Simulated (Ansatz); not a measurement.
# A relaxation, step by step

GaH$_{2}$Cl$_{2}$F, closed shell, PBE0-D4/def2-TZVP (Ansatz 0.2.0). Settings:

```yaml
hamiltonian: {xc: pbe0, dispersion: d4}
relax: {f_tol: 0.005, max_steps: 200}
```

Start, a step off a saddle point along its unstable mode:

```xyz
6
angstrom
Ga -0.4925 0.2776 -0.0319
H -0.2388 -1.0594 0.8323
Cl -1.4051 0.0418 -1.9327
Cl -0.4200 2.1275 1.0045
H 1.0498 -0.9143 0.2972
F 1.5066 -0.4732 -0.1693
```

```
step  energy less the last (meV)  largest force component (eV/Å)
   1                      1444.7                           9.319
   2                       215.2                           0.563
   3                       162.1                           1.538
   4                        83.9                           1.149
   5                        21.1                           0.624
   6                         3.4                           0.069
   7                         1.7                           0.028
   8                         0.5                           0.130
   9                         0.1                           0.014
  10                         0.0                           0.015
  11                         0.0                           0.001
```

Step 5, positions (Å) and forces (eV/Å):

| atom | x | y | z | Fx | Fy | Fz |
| --- | --- | --- | --- | --- | --- | --- |
| Ga1 | -0.681 | 0.207 | 0.082 | -0.003 | -0.012 | 0.010 |
| H2 | -0.711 | -1.061 | 0.992 | -0.052 | 0.082 | -0.041 |
| Cl3 | -1.367 | 0.141 | -1.944 | 0.027 | -0.004 | 0.062 |
| Cl4 | -0.412 | 2.163 | 0.904 | -0.001 | -0.064 | -0.022 |
| H5 | 1.631 | -1.114 | 0.244 | 0.014 | 0.622 | -0.446 |
| F6 | 1.540 | -0.336 | -0.278 | 0.014 | -0.624 | 0.438 |

Step 8, positions (Å) and forces (eV/Å):

```csv
atom,x,y,z,Fx,Fy,Fz
Ga1,-0.728,0.192,0.108,0.008,-0.058,0.039
H2,-0.875,-1.048,1.038,0.004,0.066,-0.048
Cl3,-1.330,0.129,-1.942,-0.004,-0.004,0.003
Cl4,-0.377,2.147,0.899,-0.003,-0.003,0.004
H5,1.804,-1.091,0.169,-0.047,0.129,-0.076
F6,1.507,-0.329,-0.272,0.042,-0.130,0.078
```

Step 10, positions (Å) and forces (eV/Å):

```json
{"atom": "Ga1", "x": "-0.729", "y": "0.193", "z": "0.108", "Fx": "0.009", "Fy": "-0.008", "Fz": "0.002"}
{"atom": "H2", "x": "-0.876", "y": "-1.044", "z": "1.035", "Fx": "-0.006", "Fy": "0.006", "Fz": "-0.002"}
{"atom": "Cl3", "x": "-1.331", "y": "0.126", "z": "-1.942", "Fx": "-0.001", "Fy": "0.002", "Fz": "0.004"}
{"atom": "Cl4", "x": "-0.377", "y": "2.146", "z": "0.902", "Fx": "-0.003", "Fy": "-0.002", "Fz": "-0.002"}
{"atom": "H5", "x": "1.809", "y": "-1.090", "z": "0.167", "Fx": "0.004", "Fy": "-0.012", "Fz": "0.008"}
{"atom": "F6", "x": "1.504", "y": "-0.331", "z": "-0.269", "Fx": "-0.002", "Fy": "0.015", "Fz": "-0.010"}
```

Last step (11):

```xyz
6
angstrom
Ga -0.7274 0.1915 0.1080
H -0.8792 -1.0430 1.0356
Cl -1.3309 0.1265 -1.9417
Cl -0.3775 2.1455 0.9014
H 1.8096 -1.0895 0.1664
F 1.5053 -0.3308 -0.2697
```

The run took about 99 s on 4 CPU threads of an AMD EPYC (shared host).
